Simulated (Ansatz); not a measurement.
Computed with Ansatz on PBE0-D4/def2-TZVP structures; ΔE is electronic, products minus reactants. CCSD(T)/CBS is the MP2 limit (def2-TZVPP, def2-QZVPP) plus CCSD(T) − MP2 in def2-TZVPP, frozen cores. This one scheme is used for every species. Functionals use def2-TZVPP. HSE06 is defined as in plane-wave codes. One conformer a species, not always the lowest.

Consider the ligand exchange at the Al–F bond: `[OH][Al]([F])[Cl]` + H₂S → `[OH][Al]([SH])[Cl]` + H–F.

CCSD(T)/CBS gives +63.6 kJ/mol.

Task: Another level gave +65.4 kJ/mol. Which?
A. r2SCANh/def2-TZVPP
B. HSE06-D4/def2-TZVPP
C. revPBE/def2-TZVPP
D. BLYP/def2-TZVPP

Result: A. r2SCANh 65.4, HSE06-D4 54.8, BLYP 77.0, revPBE 61.0 kJ/mol.

Task: What do rigid-rotor, harmonic-oscillator terms from PBE0-D4/def2-TZVP frequencies (298.15 K, 1 bar) make of the CCSD(T)/CBS value? (An estimate is asked.)

Result: The calculation gave: ΔZPE = +3.4 kJ/mol, ΔH = +68.4 kJ/mol, ΔS = -9 J/(mol·K), ΔG = +71.1 kJ/mol.

Largest T1 diagnostic among the species: 0.011.

At CCSD(T), def2-SVP lies +11.9 kJ/mol from the extrapolated value and def2-TZVPP +2.5 kJ/mol. In def2-TZVPP, CCSD(T) changes the Hartree–Fock value by −12.8 kJ/mol (the triples alone add −3.2 kJ/mol) and MP2 by −16.0 kJ/mol.
